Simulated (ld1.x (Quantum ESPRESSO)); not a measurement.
# An all-electron radial function and its pseudo partner (Al (Z = 13))

Columns: radius, all-electron u(r) and pseudo u(r) of the 3p shell (level -2.69 eV) of aluminium in the configuration [Ne] 3s2 3p1; PBEsol, scalar-relativistic, PAW scheme, ld1.x (Quantum ESPRESSO) 7.5.

```csv
r (bohr),all-electron,pseudo
0.095,0.0682,-0.0015
0.190,0.1560,-0.0061
0.285,0.2052,-0.0138
0.380,0.2136,-0.0247
0.475,0.1914,-0.0390
0.570,0.1495,-0.0568
0.665,0.0962,-0.0780
0.760,0.0371,-0.1026
0.855,-0.0237,-0.1305
0.950,-0.0837,-0.1613
1.045,-0.1413,-0.1946
1.140,-0.1956,-0.2298
1.235,-0.2460,-0.2661
1.330,-0.2922,-0.3029
1.425,-0.3343,-0.3391
1.520,-0.3724,-0.3741
1.615,-0.4065,-0.4068
1.710,-0.4367,-0.4367
1.805,-0.4630,-0.4630
1.900,-0.4856,-0.4856
1.995,-0.5047,-0.5047
2.090,-0.5205,-0.5205
2.185,-0.5333,-0.5333
2.280,-0.5432,-0.5432
2.375,-0.5505,-0.5505
2.470,-0.5553,-0.5553
```

**Question.** How many radial nodes do the two functions have?

**Answer.** The all-electron 3p function has n − l − 1 = 1; the pseudo-wave has 0, since the states of the same l below it are removed with the core.

**Question.** At about which radius was the pseudo-wave matched?

**Answer.** 1.75 bohr. The columns agree to 0.0005 from 1.61 bohr on; several derivatives are matched, so the curves merge somewhat inside the radius.

**Question.** Is the pseudo-wave norm-conserving?

**Answer.** No, it belongs to a PAW set: the norm inside the radius is not constrained, and the difference is carried by the augmentation charge.
